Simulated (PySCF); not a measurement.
Structure with atom numbers: `[CH2:1]=[CH:2][Si@@H:3]([Cl:4])[N:5]=[CH2:6]` (H(Xn): hydrogen on atom n). Ha(C1), Ha(C6) are cis to Si3; Hb(C1), Hb(C6) are trans to Si3.

Geometry: PBE0-D3(BJ)/def2-SVP; GIAO absolute shieldings from PySCF, gas phase, non-relativistic, averaged over equivalent atoms.

At OPBE/pcSseg-1 (146 basis functions, 20 s wall time on 1 thread of an Arm Neoverse V1, shared host):
```json
{"atoms": "C6", "σ (ppm)": "13.7"}
{"atoms": "C1", "σ (ppm)": "44.3"}
{"atoms": "C2", "σ (ppm)": "53.2"}
{"atoms": "Si3", "σ (ppm)": "374.1"}
{"atoms": "Cl4", "σ (ppm)": "941.0"}
{"atoms": "N5", "σ (ppm)": "-119.6"}
{"atoms": "Hb(C6)", "σ (ppm)": "22.39"}
{"atoms": "Ha(C6)", "σ (ppm)": "22.50"}
{"atoms": "Hb(C1)", "σ (ppm)": "24.64"}
{"atoms": "Ha(C1)", "σ (ppm)": "24.81"}
{"atoms": "H(C2)", "σ (ppm)": "24.89"}
{"atoms": "H(Si3)", "σ (ppm)": "25.35"}
```

Predict the values at PBE/pcSseg-1 on the same geometry.

Results:


```tsv
atoms	σ at PBE/pcSseg-1	change
C6	2.3	-11.4
C1	33.9	-10.4
C2	40.5	-12.7
Si3	349.3	-24.8
Cl4	925.0	-16.0
N5	-145.9	-26.3
Hb(C6)	22.43	+0.04
Ha(C6)	22.44	-0.06
Hb(C1)	24.71	+0.07
Ha(C1)	24.84	+0.03
H(C2)	24.90	+0.01
H(Si3)	25.25	-0.10
```

The largest change is at N5 (imine nitrogen). Cost: 146 basis functions, 19 s wall time on 1 thread of an Arm Neoverse V1, shared host. The order of the carbon signals is the same at both levels.
